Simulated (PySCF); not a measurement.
C₂H₆Cd, SMILES C[CH2][CdH].

Coordinates come from a B3LYP-D3(BJ)/def2-SVP optimisation. The def2 effective core potentials stand for the cores of Cd; spin–orbit coupling is left out.

The numbers are results of PySCF with PBE/def2-TZVPD, not measurements.

| Property | Value |
|---|---|
| total energy | -247.47068 hartree |
| point group | Cs |
| highest occupied level | -5.73 eV |
| lowest empty level | -1.17 eV |
| orbital gap | 4.56 eV |
| dipole moment | 0.66 D |
| quadrupole, principal values (traceless, Buckingham form, about the centre of nuclear charge) | -7.06, 3.11, 3.95 D·Å |
| mean static polarisability | 64.4 bohr³ (9.55 Å³) |
| polarisability, principal values | 51.1, 54.8, 87.4 bohr³ |
